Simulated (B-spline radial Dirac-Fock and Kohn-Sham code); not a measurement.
# Elastic and transport cross sections of tantalum for electrons

These are calculated numbers from an atomic code on a B-spline grid; the model is relativistic (Dirac) partial waves in the static field of the Dirac-Fock atom with Furness-McCarthy exchange, without polarisation or absorption potentials. σ_tr1 and σ_tr2 weight the cross section with 1 − P₁ and 1 − P₂ of cos θ; "backward" is the share scattered beyond 90°.

```
energy (eV)  σ (a₀²)  σ_tr1 (a₀²)  σ_tr2 (a₀²)  σ/σ_tr1  backward (%)
       1390     8.89         1.79         1.53     4.96           9.1
       1470     8.64         1.69         1.46     5.10           8.8
       1500     8.55         1.66         1.44     5.16           8.7
       2000     7.37         1.22         1.14     6.07           7.0
       2030     7.31         1.19         1.13     6.12           6.9
       2520     6.53        0.928        0.950     7.04           5.7
       2720     6.27        0.846        0.892     7.41           5.3
       2980     5.97        0.756        0.826     7.90           4.9
       3000     5.95        0.750        0.821     7.94           4.8
       4570     4.74        0.436        0.559     10.9           3.2
       5000     4.51        0.387        0.511     11.7           2.9
       5330     4.36        0.355        0.479     12.3           2.7
       5980     4.09        0.303        0.425     13.5           2.5
       6520        ?            ?            ?        ?             ?
       9340     3.17        0.162        0.258     19.6           1.5
      10000     3.05        0.147        0.238     20.8           1.4
      10700     2.93        0.133        0.219     22.0           1.3
      11100     2.87        0.126        0.210     22.7           1.3
      13400     2.57       0.0960        0.166     26.8           1.0
```

Question: Fill in the row for 6.52 keV.

Answer: σ = 3.89 a₀², σ_tr1 = 0.269 a₀², σ_tr2 = 0.387 a₀², σ/σ_tr1 = 14.5, backward 2.2 %. The ratio σ/σ_tr1 is roughly the number of elastic collisions that randomise the direction.
